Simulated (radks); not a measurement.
Values are calculated unless marked as measured or tabulated.
The thulium anion Tm0.5-, configuration [Xe] 4f12.5 6s2 6p1 (fractional occupations, a model configuration). Code: a radial shooting solver on a logarithmic mesh with Libxc functionals. Model: scalar-relativistic Kohn-Sham, LDA (Slater exchange, Perdew-Wang correlation), spin-unpolarised, spherical densities, finite nucleus; Fermi nuclear charge, rms radius 5.2256 fm.

Normalised radial functions P(r) = r R(r), r in bohr:

r              6p
0.001012   0.0003
0.001404   0.0004
0.001949   0.0008
0.002685   0.0013
0.003727   0.0023
0.005173   0.0039
0.007182   0.0066
0.00997    0.0109
0.01384    0.0174
0.01921    0.0264
0.02646    0.0364
0.03673    0.0445
0.05099    0.0429
0.07078    0.0226
0.09825   -0.0180
0.1364    -0.0583
0.1893    -0.0556
0.2607     0.0099
0.362      0.0869
0.5025     0.0726
0.6975    -0.0476
0.9683    -0.1582
1.344     -0.1384
1.866      0.0221
2.57       0.2289
3.567      0.3876
4.952      0.4259
6.874      0.3470
9.543      0.2153
13.25      0.0994
18.39      0.0324

6p: eigenvalue -0.117 eV, 4 radial nodes at r = 0.0862, 0.251, 0.623, 1.80 bohr, <r> = 6.17 bohr, 90 % of the charge inside 9.79 bohr.
